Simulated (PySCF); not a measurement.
Vertical excitations of a molecule C3H9Al from TDDFT-PBE/def2-SVPD (PySCF), as energy in eV (oscillator strength): 4.52 (0.000), 5.07 (0.002), 5.74 (0.034), 6.28 (0.004), 6.38 (0.023), 6.51 (0.007), 6.90 (0.089), 7.02 (0.007), 7.16 (0.171), 7.38 (0.017). Lowest triplet (TDA): 4.24 eV. The structure is a stationary point at r2SCAN-D4/def2-SVP. One conformer was computed; it need not be the lowest.

### Question
Which structure fits?
(A) C[CH2][AlH][CH3]
(B) [CH3][Al]([CH3])[CH3]
(C) CC[CH2][AlH2]

### Answer
A, C[CH2][AlH][CH3]
